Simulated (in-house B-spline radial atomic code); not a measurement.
Radial electron density of Sc VIII (Sc7+), [Ne] 3s2 3p2. Level of theory: scalar-relativistic (X2C) LDA PW92, spin-polarised, spherical fractional occupations, Fermi nucleus of rms radius 3.5459 fm; calculated with a B-spline radial code for spherical atoms.

Columns: r (bohr), 4πr²n(r) (electrons per bohr), bar.

```
 0.00271   0.6106 #
 0.00323   0.8359 #
 0.00384    1.135 ##
 0.00458    1.543 ###
 0.00545    2.078 ####
 0.00649    2.784 #####
 0.00772    3.695 ######
 0.00919    4.865 ########
  0.0109    6.301 ###########
   0.013    8.121 ##############
  0.0155    10.29 ##################
  0.0185    12.82 ######################
   0.022    15.53 ###########################
  0.0262    18.36 ###############################
  0.0312    21.02 ####################################
  0.0371    23.18 ########################################
  0.0442    24.53 ##########################################
  0.0526    24.75 ##########################################
  0.0626    23.79 #########################################
  0.0745     21.9 #####################################
  0.0887    19.72 ##################################
   0.106    18.15 ###############################
   0.126    18.09 ###############################
    0.15    19.79 ##################################
   0.178    22.59 #######################################
   0.212    25.18 ###########################################
   0.253    25.78 ############################################
   0.301    23.37 ########################################
   0.358    18.37 ###############################
   0.426     12.5 #####################
   0.508    7.833 #############
   0.604    5.645 ##########
   0.719    5.338 #########
   0.857     5.41 #########
    1.02    4.681 ########
    1.21    3.177 #####
    1.45    1.543 ###
    1.72   0.5598 #
    2.05   0.1345 
    2.44  0.02102 
     2.9 0.002018 
    3.46 0.0001005
```

On this grid the curve has 3 maxima, near 0.0526, 0.253, 0.857 bohr.

The 3p up radial function P(r) = rR(r), positive near the nucleus:

```
r (bohr)          P
 0.00323   0.001407
 0.00458   0.002715
 0.00649   0.005226
 0.00919       0.01
   0.013    0.01894
  0.0185    0.03576
  0.0262    0.06553
  0.0371     0.1164
  0.0526     0.1983
  0.0745     0.3161
   0.106     0.4613
    0.15     0.5817
   0.212     0.5827
   0.301     0.3429
   0.426    -0.1705
   0.604    -0.7824
   0.857     -1.106
    1.21    -0.8935
    1.72    -0.3956
    2.44   -0.08206
    3.46  -0.006119
```
